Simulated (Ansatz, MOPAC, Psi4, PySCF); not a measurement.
Species: C3H6F, charge 0, multiplicity 2. SMILES: [CH2]CCF
Coordinates optimised at B3LYP-D3(BJ)/def2-TZVP (Ansatz, a quantum-chemistry and plane-wave program):
```
C
H 1 1.0955
H 1 1.1019 2 105.58
C 1 1.4845 2 110.78 3 -119.84
H 4 1.0805 1 120.77 2 33.17
H 4 1.0807 5 118.38 1 -170.75
C 1 1.5172 2 108.04 3 114.90
H 7 1.0921 1 111.28 2 -56.14
H 7 1.0922 8 109.57 1 -123.69
F 7 1.3990 8 107.25 9 -115.98
```
Charge 0, spin multiplicity 2.

Quantity: enthalpy of formation at 298 K, in kcal/mol. Set-up: LANL2DZ all-electron up to Ne; open shells spin-unrestricted; valence correlation only; six Cartesian d functions in 6-31G* and its kin unless marked 5d; dispersion terms only where a functional's name holds one; 6-311+G** with 5d; no spin-orbit coupling; non-relativistic. CBS marks a two-point X^-3 extrapolation of the correlation energy; Hartree-Fock from the larger set. The bracket is a focal-point correction in the basis named. Ab initio and DFT rows: single points at B3LYP-D3(BJ) geometries (Ansatz), with unscaled harmonic terms from B3LYP/6-31G* (Ansatz) at its own minima, enthalpies of formation by atomisation with measured atoms. Semi-empirical rows: MOPAC heats of formation at their own minima for 298 K.

Coupled cluster (Ansatz) is a level with limits of its own, used here on species with T1 under 0.025 (0.045 for open shells) and stable references: RI-MP2/CBS(cc-pVTZ,cc-pVQZ)+[CCSD(T)-MP2]/cc-pVTZ.

Value to compare with, RI-MP2/CBS(cc-pVTZ,cc-pVQZ)+[CCSD(T)-MP2]/cc-pVTZ (Ansatz): -19.5 kcal/mol.

| level | program | enthalpy of formation at 298 K (kcal/mol) | difference |
|---|---|---|---|
| PM3 | MOPAC | -32.6 | -13.1 |
| HF/3-21G | Ansatz | 238.1 | 257.6 |
| HF/LANL2DZ | Ansatz | 247.8 | 267.3 |
| SVWN5/6-31G* | Ansatz | -155.0 | -135.5 |
| BP86/def2-SVP | PySCF | -52.5 | -33.0 |
| B3LYP/3-21G | Ansatz | -4.8 | 14.7 |
| B3LYP/LANL2DZ | Ansatz | 12.1 | 31.6 |
| B3LYP/6-31G | Ansatz | 4.2 | 23.7 |
| B3LYP/6-31G* | Ansatz | -18.8 | 0.7 |
| B3LYP/6-31+G* | Ansatz | -11.6 | 7.9 |
| B3LYP/def2-SVP | Ansatz | -23.4 | -3.9 |
| M06-2X/6-311+G** | PySCF | -14.2 | 5.3 |
| wB97X-D/6-311+G** | Psi4 | -14.2 | 5.3 |
| MP2/LANL2DZ | Ansatz | 117.6 | 137.1 |
| PBE/def2-TZVPD | Ansatz | -38.1 | -18.6 |
| wB97X-V/def2-TZVPD | Ansatz | -20.5 | -1.0 |
| B2PLYP-D3(BJ)/def2-TZVPD | Ansatz + dftd3 | -12.4 | 7.1 |

Among the 14 habitual levels, HF/LANL2DZ lies farthest from RI-MP2/CBS(cc-pVTZ,cc-pVQZ)+[CCSD(T)-MP2]/cc-pVTZ (Ansatz) (267.3 kcal/mol) and B3LYP/6-31G* nearest (0.7); 10 of 14 lie above it, and their mean absolute difference is 66.9 kcal/mol, the median 19.2. One case shows no general order.

The levels are drawn from those run, B3LYP/6-31G* more often than the rest, none by its result; left out are runs that failed, that the program found above a lower state of the same kind, or whose <S^2> lies over 0.5 above the pure value.
